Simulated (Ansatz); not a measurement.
CH7NSeSi (`CN[SiH2][SeH]`), 11 atoms. Charge 0, multiplicity 1. Correlated methods include outer-core shells of Se, which these sets cover unevenly. Scalar relativity is left out up to krypton. All runs use 4 threads of an Intel Xeon on a shared host. Correlated methods freeze the cores.

Question: How many basis functions does each run have, and how long does it take in Ansatz? RKS B97M-V/def2-TZVPP energy; RKS PBE0-D4/def2-TZVP relaxation (9 steps); RHF-CCSD(T)/def2-TZVPP energy; RHF-CCSD(T)/def2-SVP energy; RHF-MP2/def2-QZVPP energy; RKS B3LYP-D4/def2-TZVPP energy and forces; RKS PBE0-D4/def2-SVP energy; RKS PBE0-D4/def2-TZVP frequencies; RKS B2PLYP (frozen core)/def2-TZVPP energy; RKS SPW92 (LDA)/def2-TZVPP energy; RKS ωB97M-V/def2-SVP energy; RKS PBE0-D4/def2-QZVPP energy. (An estimate is asked.)

Answer: Ansatz gave: Other jobs shared the machine, so times are rough.

```
                              level                   job  functions  wall time  peak host memory (GiB)
               RKS PBE0-D4/def2-SVP                energy        113      1.1 s                    0.26
         RKS SPW92 (LDA)/def2-TZVPP                energy        250      1.3 s                    0.34
               RKS ωB97M-V/def2-SVP                energy        113      3.5 s                    0.38
            RKS B3LYP-D4/def2-TZVPP     energy and forces        250        4 s                    0.77
RKS B2PLYP (frozen core)/def2-TZVPP                energy        250      4.5 s                    0.68
               RHF-CCSD(T)/def2-SVP                energy        113      5.5 s                    0.57
              RKS B97M-V/def2-TZVPP                energy        250      6.5 s                    0.43
             RKS PBE0-D4/def2-QZVPP                energy        483      7.5 s                       2
                 RHF-MP2/def2-QZVPP                energy        483       19 s                     3.1
              RKS PBE0-D4/def2-TZVP  relaxation (9 steps)        189       26 s                    0.55
             RHF-CCSD(T)/def2-TZVPP                energy        250       97 s                     5.3
              RKS PBE0-D4/def2-TZVP           frequencies        189    2.1 min                    0.56
```

B3LYP here is the variant with VWN-RPA as its local correlation; programs differ in this.
